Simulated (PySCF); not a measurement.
**Ta⁺ (tantalum, charge +1) across methods**

[Xe] 4f14 5d3 6p1, one real determinant (an excited configuration). Calculation: PySCF 2.14, in ANO-RCC-VTZP (8s7p5d3f2g1h, 104 functions); scalar relativity by spin-free X2C-1e.

```csv
method,E (hartree),mean ε 4f β (eV),mean ε 5d α (eV),mean ε 6p α (eV),Σ⟨r²⟩ (bohr²),⟨S²⟩
UHF,-15599.07301,-48.235,-17.114,-9.386,58.40,6.006
PBE0,-15604.06,-36.753,-13.807,-8.267,58.28,6.002
PBE,-15604.31,-32.674,-12.509,-7.761,58.51,6.001
r2SCAN,-15604.37,-32.894,-12.852,-7.824,58.22,6.003
```

(1) Estimate the same row for LDA.

⟨L²⟩ = 14.04 against 20 for a pure G term, so this real determinant mixes terms. Spin-orbit coupling, absent here, splits the open shell strongly.

Answers

(1) E (hartree) = -15594.12; mean ε 4f β (eV) = -33.057; mean ε 5d α (eV) = -12.590; mean ε 6p α (eV) = -7.825; Σ⟨r²⟩ (bohr²) = 58.46; ⟨S²⟩ = 6.001.
